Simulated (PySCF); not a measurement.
C4H7Cl, SMILES C1C(C1)(Cl)C.

The structure is a stationary point at PBE0-D3(BJ)/def2-SVP.

Level of theory: SMD-M06-2X/6-31G* (PySCF).

Solvation free energies are E(SMD) − E(gas) at the gas-phase geometry, for 1 M in both phases. In vacuum the dipole moment is 2.05 D.

Computed solvation free energies in water, 2-propanol, dichloromethane:
| solvent | ΔG(solv) (kcal/mol) | its non-electrostatic (CDS) part | dipole (D) |
|---|---|---|---|
| water | -1.0 | 2.4 | 2.73 |
| 2-propanol | -5.1 | -1.9 | 2.68 |
| dichloromethane | -5.7 | -2.9 | 2.62 |
